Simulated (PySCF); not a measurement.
**Ionisation energy of Mn by level of theory**

Mn [Ar] 3d5 4s2 [3d3/2^4 3d5/2^1, M_J = 5/2] → Mn⁺ [Ar] 3d5 4s1 [3d3/2^4 3d5/2^1 4s1/2^1, M_J = 3], as a difference of total energies. All numbers are calculated (PySCF 2.14, the two-component X2C-1e Hamiltonian, in x2c-QZVPPall-2c (11s9p5d4f2g, 109 functions)). Correlated levels: [Ne] frozen; the 8 highest virtual spinors dropped. "Screened" scales the spin-orbit matrix elements by Boettger's factors to mimic the two-electron term; Breit and QED terms are absent.

```json
{"method": "GHF (screened spin-orbit)", "ionisation energy (eV)": "6.021", "error (eV)": "-1.413"}
{"method": "GMP2 (screened spin-orbit)", "ionisation energy (eV)": "7.151", "error (eV)": "-0.283"}
```

Reference: 7.434 eV (measured; NIST Atomic Spectra Database, ionization energies).

Errors of the correlated levels include the incompleteness of this basis and the frozen core.

The labels give the starting determinants; with spin-orbit coupling the two ends relaxed to ⟨J²⟩ = 8.77, ⟨L²⟩ = 0.00, ⟨S²⟩ = 8.77 and ⟨J²⟩ = 12.00, ⟨L²⟩ = 0.00, ⟨S²⟩ = 12.00.

MP2 underrates the near-degeneracy of ns² with np² in the lower species.
